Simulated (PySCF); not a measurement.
C₂H₆NO (SMILES CC([NH3+])=O), charge +1, singlet, at a GFN2-xTB geometry; B3LYP/6-311G** run with PySCF.

PySCF was given this input:
```python
from pyscf import gto, scf, dft

mol = gto.Mole()
mol.atom = '''
    O     0.419742    1.335988    0.185942
    C    -0.054338    0.283115    0.038637
    N     1.009591   -0.914244   -0.162186
    C    -1.419457   -0.234742    0.003078
    H     0.773244   -1.741228    0.398216
    H    -2.113387    0.595587   -0.125765
    H    -1.572434   -0.966171   -0.787665
    H    -1.656404   -0.714842    0.955158
    H     1.939820   -0.564677    0.109659
    H     1.046856   -1.187111   -1.152123
'''
mol.basis = '6-311g**'
mol.charge = 1
mol.spin = 0
mol.verbose = 4
mol.build()

mf = dft.RKS(mol)
mf.xc = 'b3lyp'
mf.kernel()
mf.analyze()
```

What the program printed (banner, timings and long lists left out):

```
PySCF version 2.14.0

[INPUT] verbose = 4
[INPUT] num. atoms = 10
[INPUT] num. electrons = 32
[INPUT] charge = 1
[INPUT] spin (= nelec alpha-beta = 2S) = 0
[INPUT] symmetry False subgroup None
[INPUT] Mole.unit = angstrom
[INPUT] Symbol           X                Y                Z      unit          X                Y                Z       unit  Magmom
[INPUT]  1 O      0.419742000000   1.335988000000   0.185942000000 AA    0.793197422977   2.524651425705   0.351379455054 Bohr   0.0
[INPUT]  2 C     -0.054338000000   0.283115000000   0.038637000000 AA   -0.102683938157   0.535009811756   0.073013348275 Bohr   0.0
[INPUT]  3 N      1.009591000000  -0.914244000000  -0.162186000000 AA    1.907850487826  -1.727670771027  -0.306487121239 Bohr   0.0
[INPUT]  4 C     -1.419457000000  -0.234742000000   0.003078000000 AA   -2.682384975597  -0.443598089933   0.005816577011 Bohr   0.0
[INPUT]  5 H      0.773244000000  -1.741228000000   0.398216000000 AA    1.461219387463  -3.290444040424   0.752519178420 Bohr   0.0
[INPUT]  6 H     -2.113387000000   0.595587000000  -0.125765000000 AA   -3.993722625216   1.125496313351  -0.237661406056 Bohr   0.0
[INPUT]  7 H     -1.572434000000  -0.966171000000  -0.787665000000 AA   -2.971469608954  -1.825798579497  -1.488471127906 Bohr   0.0
[INPUT]  8 H     -1.656404000000  -0.714842000000   0.955158000000 AA   -3.130149911634  -1.350855602336   1.804987025687 Bohr   0.0
[INPUT]  9 H      1.939820000000  -0.564677000000   0.109659000000 AA    3.665728530954  -1.067084878841   0.207225477094 Bohr   0.0
[INPUT] 10 H      1.046856000000  -1.187111000000  -1.152123000000 AA    1.978271131858  -2.243314669459  -2.177196931812 Bohr   0.0

nuclear repulsion = 128.028930620452
number of shells = 56
number of NR pGTOs = 172
number of NR cGTOs = 108
basis = 6-311g**
ecp = {}

******** <class 'pyscf.dft.rks.RKS'> ********
method = RKS
initial guess = minao
damping factor = 0
level_shift factor = 0
DIIS = <class 'pyscf.scf.diis.CDIIS'>
diis_start_cycle = 1
diis_space = 8
diis_damp = 0
SCF conv_tol = 1e-09
SCF conv_tol_grad = None
SCF max_cycles = 50
direct_scf = True
direct_scf_tol = 1e-13
XC library pyscf.dft.libxc version 7.1.2
    S. Lehtola, C. Steigemann, M. J. T. Oliveira, and M. A. L. Marques,  SoftwareX 7, 1–5 (2018)
XC functionals = b3lyp
    P. J. Stephens, F. J. Devlin, C. F. Chabalowski, and M. J. Frisch,  J. Phys. Chem. 98, 11623 (1994)
radial grids:
    Treutler-Ahlrichs [JCP 102, 346 (1995); DOI:10.1063/1.469408] (M4) radial grids

becke partition: Becke, JCP 88, 2547 (1988); DOI:10.1063/1.454033
pruning grids: <function nwchem_prune>
grids dens level: 3
symmetrized grids: False
atomic radii adjust function: <function treutler_atomic_radii_adjust>
small_rho_cutoff = 0
Set gradient conv threshold to 3.16228e-05
Initial guess from minao.
tot grids = 115072
init E= -210.263719675565
  HOMO = -0.35988984360494  LUMO = -0.0838761388526166  gap/eV = 7.51072
cycle= 1 E= -209.441741576196  delta_E= 0.822  |g|= 0.881  |ddm|= 2.26
  HOMO = -0.402036057442384  LUMO = -0.232406872571598  gap/eV = 4.61585
cycle= 2 E= -208.589243920897  delta_E= 0.852  |g|= 2.28  |ddm|= 2.17
  HOMO = -0.520188990466778  LUMO = -0.249161074644526  gap/eV = 7.37505
cycle= 3 E= -209.595027349541  delta_E= -1.01  |g|= 0.145  |ddm|= 1.63
  HOMO = -0.526618183772463  LUMO = -0.24905022798303  gap/eV = 7.55301
cycle= 4 E= -209.597947143987  delta_E= -0.00292  |g|= 0.0938  |ddm|= 0.136
  HOMO = -0.524863322188239  LUMO = -0.247539604721972  gap/eV = 7.54636
cycle= 5 E= -209.599779105988  delta_E= -0.00183  |g|= 0.0121  |ddm|= 0.051
  HOMO = -0.524738380366678  LUMO = -0.246093969219334  gap/eV = 7.58230
cycle= 6 E= -209.599802380329  delta_E= -2.33e-05  |g|= 0.00582  |ddm|= 0.009
  HOMO = -0.525012950746714  LUMO = -0.246392373974764  gap/eV = 7.58165
cycle= 7 E= -209.599809513862  delta_E= -7.13e-06  |g|= 0.00121  |ddm|= 0.00376
  HOMO = -0.525227853642363  LUMO = -0.24653479410992  gap/eV = 7.58362
cycle= 8 E= -209.599809778447  delta_E= -2.65e-07  |g|= 0.000348  |ddm|= 0.00118
  HOMO = -0.525161502761303  LUMO = -0.246466242417728  gap/eV = 7.58368
cycle= 9 E= -209.599809806244  delta_E= -2.78e-08  |g|= 4.55e-05  |ddm|= 0.000273
  HOMO = -0.525166686518677  LUMO = -0.246470098071342  gap/eV = 7.58372
cycle= 10 E= -209.599809806693  delta_E= -4.5e-10  |g|= 6.72e-06  |ddm|= 4.84e-05
  HOMO = -0.525166307248334  LUMO = -0.246469090484197  gap/eV = 7.58374
Extra cycle  E= -209.59980980669  delta_E= 3.07e-12  |g|= 7.82e-06  |ddm|= 8.62e-06
converged SCF energy = -209.59980980669
**** SCF Summaries ****
Total Energy =                        -209.599809806690331
Nuclear Repulsion Energy =             128.028930620452485
One-electron Energy =                 -529.511311041146200
Two-electron Energy =                  191.882570614003413
Two-electron Coulomb Energy =          220.223402854079950
DFT Exchange-Correlation Energy =      -28.340832240076534
HOMO-LUMO gap [eV] =                     7.583737548068537
**** MO energy ****
MO #1   energy= -19.3671141104444  occ= 2
MO #2   energy= -14.642830241398   occ= 2
MO #3   energy= -10.5341933779847  occ= 2
MO #4   energy= -10.3885325036927  occ= 2
MO #5   energy= -1.32592279302761  occ= 2
MO #6   energy= -1.19687235323611  occ= 2
MO #7   energy= -0.984794164003567 occ= 2
MO #8   energy= -0.810717690116655 occ= 2
MO #9   energy= -0.797415502554493 occ= 2
MO #10  energy= -0.78990914940798  occ= 2
MO #11  energy= -0.71866808155762  occ= 2
MO #12  energy= -0.673831311898702 occ= 2
MO #13  energy= -0.66966075678037  occ= 2
MO #14  energy= -0.612089129842136 occ= 2
MO #15  energy= -0.597204186659981 occ= 2
MO #16  energy= -0.525166307248334 occ= 2
MO #17  energy= -0.246469090484197 occ= 0
MO #18  energy= -0.198594183932144 occ= 0
MO #19  energy= -0.127537273112978 occ= 0
MO #20  energy= -0.126014096882059 occ= 0
MO #21  energy= -0.123981105632906 occ= 0
MO #22  energy= -0.0970182901457051 occ= 0
MO #23  energy= -0.0609732282493564 occ= 0
MO #24  energy= -0.0492379185829772 occ= 0
 ** Mulliken pop on meta-lowdin orthogonal AOs  **
 ** Mulliken pop  **
 ** Mulliken atomic charges  **
charge of    0O =     -0.24272
charge of    1C =      0.47653
charge of    2N =     -0.29380
charge of    3C =     -0.37552
charge of    4H =      0.29933
charge of    5H =      0.18716
charge of    6H =      0.16018
charge of    7H =      0.17903
charge of    8H =      0.30565
charge of    9H =      0.30416

WARN: System has nonzero charge 1; the dipole moment is origin-dependent.
Location of origin: [0. 0. 0.]

Dipole moment(X, Y, Z, Debye):  1.42664, -5.07707, -0.76809
```
